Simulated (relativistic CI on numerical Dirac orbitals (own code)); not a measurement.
## Cr²⁺ in a cubic cluster: 2p photoemission with charge transfer

Computed with a charge-transfer multiplet model of a cubic metal-ligand cluster with up to one ligand hole, Slater and spin-orbit integrals from Dirac-Coulomb-Breit ions, Slater integrals scaled by 0.9. The ground state mixes d4 with configurations of k ligand holes L, whose averages lie at kΔ + k(k − 1)U_dd/2; a core hole lowers each added d electron by U_cd. 20 K, Lorentzian 0.6 eV and Gaussian 0.8 eV FWHM.

Atomic integrals in eV (Slater integrals scaled, ζ unscaled), ground: F2dd 8.634, F4dd 5.365, zeta_d 0.027; with the core hole: F2dd 10.375, F4dd 6.499, zeta_d 0.047, zeta_core 5.620, F2cd 5.906, G1cd 4.389, G3cd 2.492.

Cluster parameters (eV): Δ = 4.5, U_dd = 5.4, U_cd = 6.3, 10Dq(ligand) = 0.8, V(eg) = 1.75, V(t2g) = -0.95, final-state hopping factor = 1.

```
          Case   n_d    d4   d5L     S
10Dq = 0.25 eV  4.27  0.73  0.27  2.00
10Dq = 0.85 eV  4.25  0.75  0.25  2.00
10Dq = 1.15 eV  4.24  0.76  0.24  2.00
```

Weights, n_d and S are thermal averages at 20 K. Binding energies count from the first peak over 30 % of the highest in each spectrum, which can be another peak from case to case. The parameters are a model scan and need not match a compound or its usual spin state. Peaks in eV (height, largest 100):
- 10Dq = 0.25 eV: 0.0 (100), 1.2 (85), 3.8 (53), 5.6 (52), 11.4 (68), 15.1 (24), 19.5 (10)
- 10Dq = 0.85 eV: 0.0 (100), 1.2 (86), 3.5 (55), 5.6 (49), 11.5 (67), 15.0 (22), 19.4 (10)
- 10Dq = 1.15 eV: 0.0 (100), 1.2 (86), 5.4 (46), 11.4 (67), 19.3 (10)

Curve for 10Dq = 0.25 eV (points under 2 left out, the grid thinned):

```json
{"E (eV)": "-3.5", "Intensity": "2.2"}
{"E (eV)": "-2.9", "Intensity": "3.1"}
{"E (eV)": "-2.3", "Intensity": "4.5"}
{"E (eV)": "-1.7", "Intensity": "7.8"}
{"E (eV)": "-1.1", "Intensity": "19.0"}
{"E (eV)": "-0.5", "Intensity": "64.4"}
{"E (eV)": "0.1", "Intensity": "98.5"}
{"E (eV)": "0.7", "Intensity": "77.2"}
{"E (eV)": "1.4", "Intensity": "81.6"}
{"E (eV)": "2.0", "Intensity": "70.7"}
{"E (eV)": "2.6", "Intensity": "61.6"}
{"E (eV)": "3.2", "Intensity": "50.6"}
{"E (eV)": "3.8", "Intensity": "53.2"}
{"E (eV)": "4.4", "Intensity": "47.7"}
{"E (eV)": "5.0", "Intensity": "47.6"}
{"E (eV)": "5.6", "Intensity": "52.2"}
{"E (eV)": "6.2", "Intensity": "44.9"}
{"E (eV)": "6.8", "Intensity": "34.2"}
{"E (eV)": "7.4", "Intensity": "28.9"}
{"E (eV)": "8.0", "Intensity": "27.6"}
{"E (eV)": "8.6", "Intensity": "26.9"}
{"E (eV)": "9.2", "Intensity": "30.5"}
{"E (eV)": "9.9", "Intensity": "46.5"}
{"E (eV)": "10.5", "Intensity": "57.4"}
{"E (eV)": "11.1", "Intensity": "64.7"}
{"E (eV)": "11.7", "Intensity": "65.6"}
{"E (eV)": "12.3", "Intensity": "44.2"}
{"E (eV)": "12.9", "Intensity": "29.4"}
{"E (eV)": "13.5", "Intensity": "26.6"}
{"E (eV)": "14.1", "Intensity": "23.0"}
{"E (eV)": "14.7", "Intensity": "23.0"}
{"E (eV)": "15.3", "Intensity": "24.0"}
{"E (eV)": "15.9", "Intensity": "17.7"}
{"E (eV)": "16.5", "Intensity": "12.8"}
{"E (eV)": "17.1", "Intensity": "10.0"}
{"E (eV)": "17.7", "Intensity": "8.4"}
{"E (eV)": "18.3", "Intensity": "8.0"}
{"E (eV)": "19.0", "Intensity": "9.0"}
{"E (eV)": "19.6", "Intensity": "9.8"}
{"E (eV)": "20.2", "Intensity": "7.6"}
{"E (eV)": "20.8", "Intensity": "5.3"}
{"E (eV)": "21.4", "Intensity": "4.2"}
{"E (eV)": "22.0", "Intensity": "3.6"}
{"E (eV)": "22.6", "Intensity": "2.9"}
{"E (eV)": "23.2", "Intensity": "2.0"}
```

For the case 10Dq = 0.85 eV, Δ = 4.5 eV is smaller than U_dd = 5.4 eV, the charge-transfer side of the Zaanen-Sawatzky-Allen scheme. With the core hole the average of the configuration with one ligand hole lies at Δ − U_cd = -1.8 eV before mixing: the effective hopping of about 3.3 eV (from the holes of the mixed ground state) is comparable with this gap or larger, so the configurations mix strongly.

With at most 1 ligand hole the space is cut while the next configuration still counts, so covalency is underestimated, and a final configuration with one more ligand hole, which can lie low, is missing from the spectra.
